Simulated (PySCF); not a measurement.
InFBr₂, SMILES [Br][In]([F])[Br].

The structure is a stationary point at B3LYP-D3(BJ)/def2-SVP. The structure was generated by enumeration; whether it is a known compound was not checked. The def2 effective core potentials stand for the cores of In; spin–orbit coupling is left out.

The numbers are results of TDA-B3LYP/def2-SVPD in PySCF, not measurements.

Vertical excitations.  State labels are in the subgroup C2v.

```csv
state,symmetry,energy (eV),λ (nm),f,main pairs
S1,B2,4.01,310,0.012,HOMO→LUMO 98 %
S2,A2,4.07,305,0.000,HOMO−1→LUMO 100 %
S3,A1,4.19,296,0.021,HOMO−2→LUMO 99 %
S4,B1,4.36,284,0.017,HOMO−3→LUMO 99 %
S5,B2,5.39,230,0.070,"HOMO−4→LUMO 55 %, HOMO−1→LUMO+1 35 %, HOMO−7→LUMO 9 %"
S6,A2,5.50,226,0.000,HOMO→LUMO+1 100 %
S7,B1,5.65,219,0.001,HOMO−2→LUMO+1 100 %
S8,B1,5.85,212,0.013,HOMO−5→LUMO 99 %
S9,B2,5.85,212,0.039,"HOMO−7→LUMO 58 %, HOMO−1→LUMO+1 37 %"
S10,A1,6.01,206,0.000,"HOMO−3→LUMO+1 78 %, HOMO−6→LUMO 20 %"
T1,B2,3.64,341,0,HOMO→LUMO 99 %
T2,A2,3.75,331,0,HOMO−1→LUMO 99 %
T3,A1,3.79,327,0,HOMO−2→LUMO 99 %
T4,B1,3.99,311,0,HOMO−3→LUMO 99 %
```
Triplets are in the Tamm–Dancoff approximation.
